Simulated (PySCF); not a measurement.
Ti(F)2(OH)2 (F₂H₂O₂Ti), SMILES [Ti]([F])([OH])([F])[OH], multiplicity 1.

Geometry: B3LYP-D3(BJ)/def2-SVP. The spin state was assumed, not searched. The structure was generated by enumeration; whether it is a known compound was not checked. One conformer was computed; it need not be the lowest.

Two levels are set side by side: TDA-PBE/def2-SVPD (PySCF) and TDA-ωB97X/def2-SVPD (PySCF). Vertical, same geometry. The lowest singlet is HOMO→LUMO 82 %, HOMO−1→LUMO 15 % with PBE and HOMO→LUMO 57 %, HOMO−1→LUMO 28 % with the other functional; states are paired by order. Differences are taken from unrounded values.

```
quantity                              TDA-ωB97X
------------------------------------  ---------
lowest singlet excitation (eV)             6.16
lowest triplet excitation (TDA) (eV)       5.87
```

**Question.** What does TDA-PBE give, and how far is it from TDA-ωB97X? (The exact figures need the calculation; the answer reports its results.)

**Answer.** 
```tsv
quantity	TDA-PBE	TDA-PBE minus TDA-ωB97X
lowest singlet excitation (eV)	5.23	-0.92
lowest triplet excitation (TDA) (eV)	5.04	-0.83
```

A lower first singlet is the usual sign of a functional without exact exchange. Differences between two approximate levels are no errors against the true value.

Rough cost on one machine, each run with all the roots and properties that it gave: TDA-ωB97X against TDA-PBE about 4 times.
